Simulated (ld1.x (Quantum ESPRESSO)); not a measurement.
carbon (C) TM: all-electron and pseudo phase curves

ld1.x (Quantum ESPRESSO) 7.5 input, shortened:

```
&input
   title='C', zed=6., rel=1, dft='PW91', iswitch=3,
   config='[He] 2s2 2p2 3d-2'
 /
 &inputp
   pseudotype=2, tm=.true., lloc=0,
   nlcc=.true., rcore=1.05
 /
3
2P  2  1   2.00   0.00  1.60  1.60  0.0
3D  3  2  -2.00   0.35  1.40  1.40  0.0
2S  1  0   2.00   0.00  1.25  1.25  0.0
 &test
   configts(1)='2s2 2p2'
 /
```

The phase is arctan(r·u′/u) with u = r·R(r), unwrapped; energies in Ry, scanned from -3 to 5 Ry. A pole is an energy at which the radial function vanishes at the test radius. The pseudo phase is shifted by a multiple of π to meet the all-electron one at the reference energy, and phase errors are pseudo minus all-electron; the curves can meet again beyond the range given. Levels narrower than the energy grid can be missing from the lists of poles.

Q: For each channel, where are the poles, and over which energies does the pseudopotential scatter like the atom?

A:

```json
{"channel": "s", "radius (bohr)": "1.76", "reference energy (Ry)": "-1.01", "poles, all-electron": "0.95", "poles, pseudo": "0.93", "unbroken range about the reference energy with phases within 0.05 rad": "below 4.6", "phase error 1 Ry above the reference energy (rad)": "-0.001"}
{"channel": "p", "radius (bohr)": "1.76", "reference energy (Ry)": "-0.39", "poles, all-electron": "1.24", "poles, pseudo": "1.25", "unbroken range about the reference energy with phases within 0.05 rad": "below 4.2", "phase error 1 Ry above the reference energy (rad)": "+0.002"}
{"channel": "d", "radius (bohr)": "1.76", "reference energy (Ry)": "0.35", "poles, all-electron": "none", "poles, pseudo": "none", "unbroken range about the reference energy with phases within 0.05 rad": "the whole range", "phase error 1 Ry above the reference energy (rad)": "+0.000"}
```

Phases in the d channel:

| E (Ry) | all-electron | pseudo |
| --- | --- | --- |
| -3.00 | 1.294 | 1.294 |
| -2.76 | 1.286 | 1.286 |
| -2.52 | 1.278 | 1.278 |
| -2.28 | 1.269 | 1.269 |
| -2.04 | 1.259 | 1.259 |
| -1.80 | 1.249 | 1.249 |
| -1.56 | 1.237 | 1.237 |
| -1.32 | 1.224 | 1.224 |
| -1.08 | 1.209 | 1.209 |
| -0.84 | 1.193 | 1.193 |
| -0.60 | 1.175 | 1.175 |
| -0.36 | 1.154 | 1.154 |
| -0.12 | 1.130 | 1.130 |
| 0.12 | 1.102 | 1.102 |
| 0.36 | 1.070 | 1.070 |
| 0.60 | 1.031 | 1.031 |
| 0.84 | 0.985 | 0.985 |
| 1.08 | 0.928 | 0.928 |
| 1.32 | 0.858 | 0.858 |
| 1.56 | 0.768 | 0.768 |
| 1.80 | 0.653 | 0.653 |
| 2.04 | 0.504 | 0.504 |
| 2.28 | 0.313 | 0.313 |
| 2.52 | 0.079 | 0.079 |
| 2.76 | -0.182 | -0.183 |
| 3.00 | -0.439 | -0.440 |
| 3.24 | -0.663 | -0.664 |
| 3.48 | -0.844 | -0.844 |
| 3.72 | -0.984 | -0.985 |
| 3.96 | -1.093 | -1.093 |
| 4.20 | -1.178 | -1.178 |
| 4.44 | -1.246 | -1.246 |
| 4.68 | -1.300 | -1.301 |
| 4.92 | -1.346 | -1.347 |
